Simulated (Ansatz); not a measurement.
A structure relaxed at r2SCAN-D4/def2-SVP in Ansatz, charge 0, singlet:

```xyz
30

Nb    2.0744    1.1376   -0.5323
Nb   -1.7448   -0.0190   -1.0002
Nb   -0.2081   -1.6668    1.3599
O    -0.1147    1.3213   -0.9280
O    -2.8770    1.5064   -0.6485
O    -1.4367    0.1282    1.1694
O    -1.7924   -0.0008   -2.8709
O     1.8556   -0.4450   -1.5441
O     1.2997   -0.1583    1.0502
O     2.3379    2.2885   -2.0331
O    -3.1693   -1.2886   -0.5556
O     1.1142   -3.0043    1.3783
O    -1.8242   -2.6075    1.3610
O    -0.4450   -1.3599   -0.6021
O    -0.1192   -1.1336    3.2056
O     3.8737    0.7981   -0.0155
O     1.7325    2.5141    0.7466
H    -0.3495    2.2340   -1.1511
H    -3.0812    1.8142    0.2443
H    -0.8332    0.8776    1.2853
H    -1.5101    0.1718   -3.7725
H     1.0864   -1.0465   -1.4172
H     1.6297    0.1319    1.9146
H     2.3701    1.9908   -2.9511
H    -4.0814   -0.9898   -0.4397
H     2.0707   -3.1159    1.3598
H    -2.5378   -2.3631    0.7173
H    -0.8140   -0.5969    3.6099
H     4.4186    0.0612   -0.3190
H     1.0751    2.8202    1.3788
```

Problem. Give its formula.

Solution. Nb3O14H13, a hydroxylated oxide cluster.

Problem. Summarise the bond lengths by kind (pairs closer than 1.2 times the sum of covalent radii, bridged metal pairs left out).

Solution. 18 × Nb–O 1.87 to 2.23 Å; 13 × H–O 0.96 to 0.99 Å.

In the def2 sets Nb takes a core potential; there is no spin–orbit coupling.
